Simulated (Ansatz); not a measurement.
The cluster Sn4Cl4. Charge 0, multiplicity 1. Geometry PBE0-D4/def2-SVP.

```xyz
8

Sn   -1.523    0.299   -1.664
Sn    1.423    0.861   -0.645
Sn   -0.019   -2.166   -0.689
Sn   -1.339    1.419    1.167
Cl    2.475   -1.657   -1.194
Cl   -2.574   -1.114    0.326
Cl    0.810    2.877    1.166
Cl    0.746   -0.520    1.533
```

In the def2 sets Sn takes a core potential; there is no spin–orbit coupling. The structure comes from a short search, and lower isomers may exist.

**Question.** Estimate the orbital energies around the gap (eV) in Ansatz with PBE-D4/def2-TZVP, PBE-D4/def2-TZVPD, BLYP-D4/def2-TZVP, BLYP-D4/def2-TZVPD, PBE0-D4/def2-TZVP.

**Answer.** 
```
orbital  PBE-D4/def2-TZVP  PBE-D4/def2-TZVPD  BLYP-D4/def2-TZVP  BLYP-D4/def2-TZVPD  PBE0-D4/def2-TZVP
 HOMO−5             -7.49              -7.52              -7.28               -7.32              -8.85
 HOMO−4             -7.29              -7.32              -7.13               -7.17              -8.39
 HOMO−3             -7.00              -7.03              -6.84               -6.88              -8.12
 HOMO−2             -7.00              -7.03              -6.83               -6.87              -8.08
 HOMO−1             -5.25              -5.28              -5.06               -5.10              -6.05
   HOMO             -5.06              -5.08              -4.87               -4.90              -5.83
   LUMO             -3.48              -3.51              -3.33               -3.37              -2.99
 LUMO+1             -3.06              -3.09              -2.92               -2.96              -2.42
 LUMO+2             -2.98              -3.02              -2.85               -2.90              -2.35
 LUMO+3             -2.18              -2.23              -2.09               -2.14              -1.54
 LUMO+4             -1.96              -2.02              -1.80               -1.87              -1.30
 LUMO+5             -1.87              -1.92              -1.75               -1.82              -1.19
```
